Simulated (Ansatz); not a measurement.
This geometry of ClH4NOZn (8 atoms, charge 0, multiplicity 1) is a first-order saddle point.

Computed with RKS LDA/def2-SVP (Ansatz 0.2.0).

```xyz
8
Properties=species:S:1:pos:R:3
Zn -0.128 -0.156 0.201
Cl 0.667 -0.165 2.197
O 0.145 0.165 -1.525
H 0.117 -0.638 -2.075
N -2.085 -0.403 0.904
H -2.587 -1.272 0.669
H -2.719 0.388 0.715
H -1.839 -0.412 1.912
```

Q: Which two structures does it join? (They come from a converged band through this point; their orientation in space is the band's.)

A: No bond is made or broken.

Initial state:

```xyz
8
Properties=species:S:1:pos:R:3
Zn -0.069 -0.192 0.241
Cl 0.594 -0.027 2.280
O 0.455 -0.192 -1.452
H -0.297 -0.312 -2.060
N -2.055 -0.420 0.848
H -2.521 -1.320 0.660
H -2.717 0.337 0.621
H -1.819 -0.366 1.859
```

Final state:

```xyz
8
Properties=species:S:1:pos:R:3
Zn -0.232 -0.218 0.161
Cl 0.741 -0.028 2.063
O -0.215 -0.279 -1.612
H 0.686 -0.180 -1.968
N -2.129 -0.424 0.943
H -2.590 -1.327 0.761
H -2.795 0.324 0.701
H -1.894 -0.359 1.950
```

Q: How far does it lie above each of them?

A: 0.055 eV above the first and 0.164 eV above the second. This is the barrier of this one path; another mechanism may lie lower.

Run time: 100 s on 2 threads of Arm Neoverse V1, on a shared host, peak memory 0.14 GiB.
